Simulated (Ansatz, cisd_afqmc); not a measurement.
System: HI, charge 0, singlet. HI (SMILES I).
B3LYP-D3(BJ)/def2-TZVP minimum from Ansatz (a first-principles code):
```xyz
2

I      0.0000     0.0000    -0.0299
H      0.0000     0.0000     1.5855
```

Total energies in def2-SVP, 8 correlated electrons, 9 frozen orbitals. UHF or UKS for unpaired electrons; spin-orbit terms are left out. Cores are frozen in correlated methods (noble-gas shells, and filled d and f shells in the p block). Past Kr the def2 sets carry scalar-relativistic core potentials. AFQMC is phaseless with a CISD trial state; ± is one standard error, without the phaseless bias. Outlying blocks are dropped, and bars are widened where a walk drifts. Over all cases where full CI ran beside it in this data, AFQMC minus full CI had a median of +0.1 mEh and passed +0.4 mEh in a tenth of the cases. Spin-orbit terms, left out, reach several kcal/mol for Br and I, and more for heavier atoms.

```json
[
 {"method": "HF", "program": "Ansatz", "energy (Eh)": "-297.23148", "error against FCI (mEh)": "125.25"},
 {"method": "MP2", "program": "Ansatz", "energy (Eh)": "-297.33902", "error against FCI (mEh)": "17.71"},
 {"method": "CCSD", "program": "Ansatz", "energy (Eh)": "-297.35434", "error against FCI (mEh)": "2.39"},
 {"method": "CCSD(T)", "program": "Ansatz", "energy (Eh)": "-297.35628", "error against FCI (mEh)": "0.45"},
 {"method": "CCSDT(Q)", "program": "Ansatz", "energy (Eh)": "-297.35671", "error against FCI (mEh)": "0.02"},
 {"method": "CCSDTQ", "program": "Ansatz", "energy (Eh)": "-297.35672", "error against FCI (mEh)": "0.01"},
 {"method": "AFQMC/CISD", "program": "cisd_afqmc", "energy (Eh)": "-297.3566 ± 0.0002", "error against FCI (mEh)": "0.1 ± 0.2"},
 {"method": "FCI", "program": "Ansatz", "energy (Eh)": "-297.35673", "error against FCI (mEh)": "0.00"}
]
```

Rough core times of Ansatz's runs on a shared machine: CCSD(T) under 20 s, CCSDT(Q) under 20 s, CCSDTQ under 20 s, FCI 40 s.
